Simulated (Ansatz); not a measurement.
# One elementary step

Start structure (CH$_{8}$GeS, closed shell), relaxed at PBE0-D4/def2-TZVP:

| atom | x (Å) | y (Å) | z (Å) |
| --- | --- | --- | --- |
| Ge1 | -0.6420 | -0.7228 | -0.2069 |
| S2 | 1.4418 | -1.5226 | -0.1452 |
| H3 | -1.5350 | -1.6917 | -1.0048 |
| H4 | -1.1820 | -0.6052 | 1.2304 |
| C5 | -0.5068 | 1.0127 | -1.0741 |
| H6 | 1.4915 | 0.7647 | 2.0137 |
| H7 | 1.2607 | 1.3703 | 2.3868 |
| H8 | 1.1180 | -2.6427 | 0.5208 |
| H9 | -1.4953 | 1.4671 | -1.1550 |
| H10 | 0.1379 | 1.6708 | -0.4911 |
| H11 | -0.0885 | 0.8993 | -2.0746 |

The step: CH₆GeS ([CH3][GeH2][SH]) + H₂ → CH₆Ge ([CH3][GeH3]) + H₂S; bonds formed: Ge1–H7, S2–H6; bonds broken: Ge1–S2, H6–H7. Ansatz 0.2.0; basis: def2-TZVPP and def2-QZVPP; cores frozen in the correlated methods. Filled d shells of the heavier atoms are correlated. The def2 sets are not built for correlating such inner shells, so the correlated values are less sure here. Extrapolation: Hartree–Fock as exp(−7.88 √X), correlation as X^−2.97. Energies below are by CCSD(T) at an estimated basis limit (MP2 extrapolated from triple and quadruple zeta, plus CCSD(T) − MP2 in triple zeta).

**Question.** What are the electronic barrier and the energy of the step, from the start structure to the end structure? (Judge from chemistry; the value comes from the calculation.)

**Answer.** Computed: Barrier 2.619 eV; step energy 0.258 eV (uphill); reverse barrier, their difference, 2.361 eV. Barrier and step energy count from the start structure, the reverse barrier from the end structure.

The saddle point: One imaginary mode of 1288i cm⁻¹.
```tsv
pair	start (Å)	saddle (Å)	end (Å)
Ge1–H7	3.84	1.86	1.54
S2–H6	3.15	1.77	1.34
Ge1–S2	2.23	2.67	4.01
H6–H7	0.75	0.94	2.79
```

Zero-point energy (harmonic, PBE0-D4): ZPE is 1.999 eV at the start and 2.013 eV at the saddle, so the barrier goes from 2.619 to 2.633 eV.

No T1 diagnostic of these runs exceeds 0.013.

Labels in which every atom is bracketed show which atoms are joined, not bond orders.

For scale, one of the runs: CCSD(T)/def2-TZVPP, 233 basis functions, launched by `ansatz run in.yaml --threads 4 --pin off --events-out ev --progress --plain --max-ram 9574MiB`. Time: 84 s of wall clock on 4 CPU threads of an Arm Neoverse V2; the host was shared. Peak host memory: 4 GiB.
